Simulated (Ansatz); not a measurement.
Relaxation of AlBrCl3H (6 atoms, charge 0, multiplicity 1), to a largest force component of 0.03 eV/Å in at most 50 steps.

Computed with RKS PBE-D4/def2-SVP in Ansatz 0.2.0.

```xyz
6
Properties=species:S:1:pos:R:3:forces:R:3
Al -0.017 0.648 -0.886 0.82 -0.79 0.30
Br 1.860 -0.795 -0.720 -0.91 0.68 -0.04
Cl -1.667 0.022 -2.007 0.01 0.00 0.01
Cl 0.132 2.587 -0.119 0.00 -0.02 -0.01
H 0.418 -1.428 1.607 -0.27 0.10 0.11
Cl -0.726 -1.034 2.126 0.35 0.03 -0.37
```

Question: Where does it end, and by what steps?

Answer: The forces met the threshold. After 9 steps the energy has fallen by 0.335 eV; Cl6 moved furthest, 0.59 Å. Joined: Al1–Cl6 (3.52 → 2.52 Å).

```csv
step,energy less start (eV),largest force component (eV/Å),accepted
0,0.0000,0.907,yes
1,-0.1364,0.386,yes
2,-0.2249,0.577,yes
3,-0.3056,0.520,yes
4,-0.2699,1.581,no
5,-0.3253,0.079,yes
6,-0.3301,0.096,yes
7,-0.3328,0.058,yes
8,-0.3346,0.090,yes
9,-0.3351,0.009,yes
```

```xyz
6
Properties=species:S:1:pos:R:3
Al -0.092 0.443 -0.521
Br 1.830 -0.852 -0.588
Cl -1.651 -0.112 -1.822
Cl 0.147 2.458 0.037
H 0.467 -1.240 1.257
Cl -0.699 -0.697 1.637
```

Whether the end is a true minimum wasn't checked by a vibrational analysis.

Run time: 24 s on 2 threads of Intel(R) Xeon(R) Platinum 8488C (Sapphire Rapids), with other jobs on the host, peak memory 0.18 GiB.
